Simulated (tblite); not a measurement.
C₅H₁₀O₂Si.
SMILES with atom numbers: `[CH2:1]1[CH2:2][CH:3]1[C@H:4]1[CH2:5][O:6][SiH2:7][O:8]1` (hydrogens: H9, H10 on C1; H11, H12 on C2; H13 on C3; H14 on C4; H15, H16 on C5; H17, H18 on Si7)

Computed with GFN2-xTB (tblite), gas phase: Langevin dynamics at 300 K from the optimised GFN2-xTB geometry, time step 0.5 fs, friction 0.01 fs⁻¹, 2000 steps.

Start geometry:
```
atom  x, y, z in Å
C1     -2.047    0.957   -0.150
C2     -2.160   -0.536   -0.193
C3     -0.821    0.118   -0.350
C4      0.208    0.009    0.748
C5      1.087   -1.253    0.567
O6      2.256   -0.872   -0.098
Si7     2.504    0.748   -0.002
O8      1.078    1.112    0.715
H9     -2.169    1.451    0.801
H10    -2.419    1.527   -0.987
H11    -2.364   -1.058    0.730
H12    -2.610   -0.995   -1.059
H13    -0.369    0.121   -1.335
H14    -0.284    0.002    1.728
H15     1.352   -1.679    1.540
H16     0.571   -2.011   -0.027
H17     2.616    1.260   -1.358
H18     3.563    1.105    0.926
```

The statistics below take the 31 frames saved every 25 fs from 250 to 1000 fs; their kinetic temperature (all 3N coordinates) averages 280 K.

**Question.** How do the bond lengths spread?

**Answer.** 
```json
{"bond": "C1–C2", "start (Å)": "1.497", "mean (Å)": "1.505", "standard deviation (Å)": "0.027", "shortest (Å)": "1.438", "longest (Å)": "1.572"}
{"bond": "C2–C3", "start (Å)": "1.499", "mean (Å)": "1.510", "standard deviation (Å)": "0.031", "shortest (Å)": "1.467", "longest (Å)": "1.596"}
{"bond": "C3–C4", "start (Å)": "1.510", "mean (Å)": "1.502", "standard deviation (Å)": "0.033", "shortest (Å)": "1.429", "longest (Å)": "1.576"}
{"bond": "C4–C5", "start (Å)": "1.548", "mean (Å)": "1.560", "standard deviation (Å)": "0.035", "shortest (Å)": "1.466", "longest (Å)": "1.618"}
{"bond": "C5–O6", "start (Å)": "1.398", "mean (Å)": "1.403", "standard deviation (Å)": "0.033", "shortest (Å)": "1.347", "longest (Å)": "1.460"}
{"bond": "O6–Si7", "start (Å)": "1.641", "mean (Å)": "1.641", "standard deviation (Å)": "0.031", "shortest (Å)": "1.572", "longest (Å)": "1.693"}
{"bond": "Si7–O8", "start (Å)": "1.637", "mean (Å)": "1.643", "standard deviation (Å)": "0.039", "shortest (Å)": "1.588", "longest (Å)": "1.715"}
{"bond": "C1–C3", "start (Å)": "1.499", "mean (Å)": "1.508", "standard deviation (Å)": "0.020", "shortest (Å)": "1.464", "longest (Å)": "1.554"}
{"bond": "C4–O8", "start (Å)": "1.406", "mean (Å)": "1.412", "standard deviation (Å)": "0.024", "shortest (Å)": "1.343", "longest (Å)": "1.456"}
{"bond": "C1–H9", "start (Å)": "1.079", "mean (Å)": "1.084", "standard deviation (Å)": "0.017", "shortest (Å)": "1.047", "longest (Å)": "1.109"}
{"bond": "C1–H10", "start (Å)": "1.079", "mean (Å)": "1.083", "standard deviation (Å)": "0.032", "shortest (Å)": "1.015", "longest (Å)": "1.151"}
{"bond": "C2–H11", "start (Å)": "1.080", "mean (Å)": "1.085", "standard deviation (Å)": "0.023", "shortest (Å)": "1.030", "longest (Å)": "1.142"}
{"bond": "C2–H12", "start (Å)": "1.079", "mean (Å)": "1.082", "standard deviation (Å)": "0.036", "shortest (Å)": "1.009", "longest (Å)": "1.147"}
{"bond": "C3–H13", "start (Å)": "1.084", "mean (Å)": "1.090", "standard deviation (Å)": "0.031", "shortest (Å)": "1.025", "longest (Å)": "1.139"}
{"bond": "C4–H14", "start (Å)": "1.096", "mean (Å)": "1.101", "standard deviation (Å)": "0.020", "shortest (Å)": "1.070", "longest (Å)": "1.144"}
{"bond": "C5–H15", "start (Å)": "1.095", "mean (Å)": "1.096", "standard deviation (Å)": "0.021", "shortest (Å)": "1.057", "longest (Å)": "1.134"}
{"bond": "C5–H16", "start (Å)": "1.093", "mean (Å)": "1.098", "standard deviation (Å)": "0.031", "shortest (Å)": "1.028", "longest (Å)": "1.171"}
{"bond": "Si7–H17", "start (Å)": "1.454", "mean (Å)": "1.468", "standard deviation (Å)": "0.041", "shortest (Å)": "1.387", "longest (Å)": "1.539"}
{"bond": "Si7–H18", "start (Å)": "1.453", "mean (Å)": "1.462", "standard deviation (Å)": "0.032", "shortest (Å)": "1.407", "longest (Å)": "1.531"}
```

**Question.** Give the same statistics for bond angles, one of each kind among heavy atoms.

**Answer.** 
```
    angle  start (°)  mean (°)  standard deviation (°)  smallest (°)  largest (°)
 C2–C1–C3       60.0      60.2                     1.8          57.6         64.8
 C1–C2–C3       60.0      60.0                     1.1          57.5         62.3
 C2–C3–C4      120.1     120.3                     4.1         112.1        131.8
 C1–C3–C2       59.9      59.8                     1.8          56.3         64.8
 C1–C3–C4      120.1     119.7                     3.8         113.4        127.9
 C3–C4–C5      111.1     112.0                     4.1         103.5        120.1
 C3–C4–O8      110.3     110.2                     3.7         102.9        117.7
 C5–C4–O8      106.6     106.6                     2.5         100.8        110.4
 C4–C5–O6      107.9     108.2                     2.8         100.5        114.5
C5–O6–Si7      111.6     111.7                     2.7         104.8        117.1
O6–Si7–O8       96.5      96.4                     2.4          92.0        100.8
C4–O8–Si7      112.0     112.1                     3.2         105.6        119.5
```

**Question.** How far does each atom move about its mean position (frames aligned on the start, all atoms weighted alike), and what rms force does it feel?

**Answer.** 
| atom | rms displacement (Å) | rms force (eV/Å) |
| --- | --- | --- |
| C1 | 0.23 | 1.59 |
| C2 | 0.19 | 1.83 |
| C3 | 0.19 | 1.76 |
| C4 | 0.23 | 1.84 |
| C5 | 0.16 | 1.73 |
| O6 | 0.27 | 1.56 |
| Si7 | 0.21 | 1.76 |
| O8 | 0.31 | 1.47 |
| H9 | 0.38 | 0.68 |
| H10 | 0.39 | 1.13 |
| H11 | 0.41 | 0.86 |
| H12 | 0.32 | 1.27 |
| H13 | 0.42 | 1.04 |
| H14 | 0.35 | 0.76 |
| H15 | 0.35 | 0.77 |
| H16 | 0.30 | 1.09 |
| H17 | 0.53 | 0.84 |
| H18 | 0.35 | 0.66 |

The displacements run from 0.16 to 0.53 Å, the largest at H17.

**Question.** Follow the torsion C2–C3–C4–C5 through every second one of these frames.

**Answer.** 
```
t (fs)  C2–C3–C4–C5 (°)
   250              100
   300              114
   350              124
   400              126
   450              118
   500              102
   550               85
   600               94
   650               87
   700               75
   750               67
   800               55
   850               61
   900               81
   950               93
  1000               96
```

Largest departure from the start value over all these frames: C2–C3–C4–C5 39° (start 89°).

**Question.** How widely does the potential energy scatter, against a harmonic estimate?

**Answer.** Mean 0.61 eV above the start, standard deviation 0.116 eV, range 0.42 to 0.89 eV. For 48 classical harmonic modes at 300 K the canonical values are 48kT/2 = 0.62 eV and kT·√(48/2) = 0.127 eV.

The run is classical and short, so these are rough statistics of one trajectory.

The cost below is that of the whole dynamics run. Time: 42 s of wall time; peak memory 0.18 GiB. Hardware: Intel Xeon at 2.50 GHz, one thread (shared host).
